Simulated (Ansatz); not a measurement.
One geometry of C₁₀H₁₀Cl₄N₂Sn (relaxed from a model of cis-Sn(py)2Cl4, whose bonding it doesn't keep), several levels of theory.

```yaml
crystal:
  periodic: [false, false, false]
  atoms:
    - {symbol: Sn, position_ang: [-1.582162, -0.158067, -1.673878]}
    - {symbol: N, position_ang: [-1.483386, -0.047533, 0.701157]}
    - {symbol: C, position_ang: [-0.797514, 0.917529, 1.341823]}
    - {symbol: C, position_ang: [-0.773868, 0.995513, 2.738965]}
    - {symbol: C, position_ang: [-1.499915, 0.051573, 3.479528]}
    - {symbol: C, position_ang: [-2.224514, -0.937302, 2.797750]}
    - {symbol: C, position_ang: [-2.190536, -0.957455, 1.399055]}
    - {symbol: H, position_ang: [-0.290761, 1.653410, 0.697742]}
    - {symbol: H, position_ang: [-0.199654, 1.793745, 3.231060]}
    - {symbol: H, position_ang: [-1.505865, 0.089794, 4.579599]}
    - {symbol: H, position_ang: [-2.815019, -1.691304, 3.337218]}
    - {symbol: H, position_ang: [-2.726426, -1.711648, 0.801856]}
    - {symbol: Cl, position_ang: [-1.224660, -0.241922, -4.046049]}
    - {symbol: N, position_ang: [0.782332, -0.019664, -1.439404]}
    - {symbol: C, position_ang: [1.468660, -0.853803, -0.636317]}
    - {symbol: C, position_ang: [2.863312, -0.792854, -0.536395]}
    - {symbol: C, position_ang: [3.554446, 0.151928, -1.308374]}
    - {symbol: C, position_ang: [2.827388, 1.002577, -2.153863]}
    - {symbol: C, position_ang: [1.433214, 0.888812, -2.191794]}
    - {symbol: H, position_ang: [0.866910, -1.601926, -0.096525]}
    - {symbol: H, position_ang: [3.392907, -1.486449, 0.132261]}
    - {symbol: H, position_ang: [4.651844, 0.220820, -1.256045]}
    - {symbol: H, position_ang: [3.328219, 1.751386, -2.783539]}
    - {symbol: H, position_ang: [0.801173, 1.531316, -2.824270]}
    - {symbol: Cl, position_ang: [-3.969633, -0.280481, -1.454288]}
    - {symbol: Cl, position_ang: [-1.448153, 2.286455, -1.549764]}
    - {symbol: Cl, position_ang: [-1.238349, -2.554436, -1.287498]}
basis:
  gaussian: {orbitals: def2-TZVP, fitting: {mean_field: def2-universal-jkfit}, initial_orbitals: start.molden}
hamiltonian: {xc: {name: wB97X-V}}
scf: {omitted_lower_state_checks: [starts]}
output: {orbitals: {seedname: orbitals}}
```

The file start.molden holds the orbitals of an earlier run on this structure, at another level or in another basis.

```sh
$ ansatz run in.yaml --threads 2 --pin off --events-out ev --progress --plain --max-ram 32768MiB --backend cuda --devices 0, --max-vram 18GiB
```

Output, abridged:

```
Functional definition: wB97X-V
1814 factors; integrals over basis functions are off by at most 4.3e-1 eV
1814 factors; integrals over basis functions are off by at most 6.5e-7 eV
mean field evaluation 1: about -69435.0053 eV, gradient 1.5e1 eV
mean field evaluation 2: about -69435.1834 eV, gradient 2.8e-1 eV
mean field evaluation 4: about -69435.1964 eV, gradient 7.1e-4 eV
mean field -69435.19642327 eV, -2551.6964036885 hartree, gradient 1.5e-5 eV, S^2 0.000000; 0 other end points of the search recorded, 0 dependent functions left out
reference -69435.19641987 eV, -2551.6964035639 hartree; 87, 87 occupied and 543, 543 virtual orbitals, 1814 factors
Total energy: -69435.19641987 eV, -2551.6964035639 hartree
Checks for a lower state left out: starts
```

Run time 16 s (2 threads of AMD EPYC 7R13 on a shared host and a share (18 GiB) of an NVIDIA H100 80GB HBM3), peak host memory 1.2 GiB.

The first input with `hamiltonian: {xc: pbe0, dispersion: d4}` (abridged; 14 s):

```
Functional definition: PBE0
mean field -69414.33937524 eV, -2550.9299213109 hartree, gradient 1.3e-5 eV, S^2 0.000000
Total energy: -69415.49987246 eV, -2550.9725687972 hartree
Checks for a lower state left out: starts
```

As the first input, with `gaussian: {orbitals: def2-SVP, initial_orbitals: start.molden}`, `hamiltonian: {xc: {name: LC-wPBE, parameters: {omega: 0.3/bohr}}}` (abridged; 11 s):

```
Functional definition: LC-wPBE
mean field -69389.78249966 eV, -2550.0274727787 hartree, gradient 1.9e-5 eV, S^2 0.000000
Total energy: -69389.78249968 eV, -2550.0274727794 hartree
Checks for a lower state left out: starts
```

First input, but with `hamiltonian: {xc: pbe, dispersion: d4}` (abridged; 14 s):

```
Functional definition: PBE
mean field -69409.22845328 eV, -2550.7420983931 hartree, gradient 1.1e-5 eV, S^2 0.000000
Total energy: -69410.54977184 eV, -2550.7906559546 hartree
Checks for a lower state left out: starts
```

First input, but with `gaussian: {orbitals: def2-SVP, initial_orbitals: start.molden}`, `hamiltonian: {xc: {name: LC-wPBE, parameters: {omega: 0.15/bohr}}}` (abridged; 13 s):

```
Functional definition: LC-wPBE
mean field -69385.03375999 eV, -2549.8529598146 hartree, gradient 1.9e-5 eV, S^2 0.000000
Total energy: -69385.03376007 eV, -2549.8529598177 hartree
Checks for a lower state left out: starts
```

Geometry: PBE-D4/def2-SVP.

In the def2 sets Sn takes a core potential; there is no spin–orbit coupling. Single mean-field runs in def2-TZVP are fitted with def2-universal-jkfit.
